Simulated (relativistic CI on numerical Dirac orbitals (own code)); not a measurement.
# d6 in a ligand field

Computed with a parametric ligand-field model of a d^n configuration (Racah B and C, spin-orbit zeta, crystal field), exact diagonalisation.

Field parameters in Wybourne normalisation: Oh B⁴₀ = 21Dq, B⁴₄ = √(5/14) B⁴₀; Td as Oh with Dq negative (B⁴₀ = 21Dq, B⁴₄ = √(5/14) B⁴₀). The field is a parameter set, without covalency.

**Question.** Lowest levels for B = 980, C = 3800, ζ = 390 cm⁻¹, Oh, 10Dq = 6800 cm⁻¹?

**Answer.** T2 0 (S 2.00), E 179 (S 2.00), T1 192 (S 2.00), A1 440 (S 2.00), T1 469 (S 2.00), T2 489 (S 2.00), A2 7101 (S 2.00), T2 7104 (S 2.00), E 7108 (S 2.00) cm⁻¹, with S from ⟨S²⟩ = S(S + 1). The ground level has 2.00 electrons in the cubic e pair.

**Question.** Lowest levels for B = 730, C = 3400, ζ = 590 cm⁻¹, Td, 10Dq = -2100 cm⁻¹?

**Answer.** A1 0 (S 2.00), T1 42 (S 2.00), E 84 (S 2.00), T2 155 (S 2.00), A2 237 (S 2.00), T2 1913 (S 2.00), T1 2227 (S 2.00), E 2288 (S 2.00), T2 2636 (S 2.00) cm⁻¹, with S from ⟨S²⟩ = S(S + 1). The ground level has 2.93 electrons in the cubic e pair.

**Question.** Lowest levels for B = 730, C = 2660, ζ = 490 cm⁻¹, Oh, 10Dq = 3250 cm⁻¹?

**Answer.** T2 0 (S 2.00), E 201 (S 2.00), T1 232 (S 2.00), A1 484 (S 2.00), T1 568 (S 2.00), T2 620 (S 2.00), A2 3646 (S 2.00), T2 3662 (S 2.00), E 3678 (S 2.00) cm⁻¹, with S from ⟨S²⟩ = S(S + 1). The ground level has 2.01 electrons in the cubic e pair.

**Question.** Lowest levels for B = 500, C = 2220, ζ = 710 cm⁻¹, Oh, 10Dq = 11250 cm⁻¹?

**Answer.** A1 0 (S 0.16), T2 3472 (S 1.97), E 3546 (S 1.86), T1 3658 (S 1.89), A1 3925 (S 1.85), T2 4027 (S 1.79), T1 4085 (S 1.92), E 5433 (S 1.19), T2 5685 (S 1.32) cm⁻¹, with S from ⟨S²⟩ = S(S + 1). The ground level has 0.15 electrons in the cubic e pair; its S is far from a half-integer, so spin-orbit coupling mixes spin states.

**Question.** Lowest levels for B = 820, C = 3980, ζ = 760 cm⁻¹, Td, 10Dq = -7400 cm⁻¹?

**Answer.** A1 0 (S 2.00), T1 38 (S 2.00), E 74 (S 2.00), T2 126 (S 2.00), A2 179 (S 2.00), T2 6963 (S 1.99), T1 7377 (S 2.00), E 7389 (S 2.00), T2 7931 (S 2.00) cm⁻¹, with S from ⟨S²⟩ = S(S + 1). The ground level has 2.99 electrons in the cubic e pair.
